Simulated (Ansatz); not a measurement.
Mulliken charges of `CSB(Cl)Cl` from PBE/def2-TZVPP in Ansatz (PBE0-D4/def2-TZVP geometry).

```csv
atom,x (Å),y (Å),z (Å),charge (e)
C1,-0.126,0.587,1.152,-0.252
S2,-1.132,0.070,-0.257,-0.072
B3,0.031,-0.681,-1.369,0.178
Cl4,1.743,-0.811,-1.026,-0.123
Cl5,-0.595,-1.314,-2.876,-0.112
H6,0.353,-0.271,1.618,0.128
H7,-0.809,1.054,1.862,0.126
H8,0.626,1.310,0.842,0.128
```

Problem. By hand: the dipole of these point charges (1 e Å = 4.8032 D).

Solution. Σ q r = (-0.006, 0.239, 0.482) e Å, of length 0.538 e Å = 2.58 D.

Problem. How does the dipole of the full density compare? (Estimate.)

Solution. The calculation gave: (0.058, 0.192, 0.410) e Å, 2.19 D; the point charges give 1.18 times that, at 8° from its direction.

Point charges leave out the atoms' own dipoles, such as those of lone pairs, and Mulliken's split depends on the basis, so the two needn't agree.
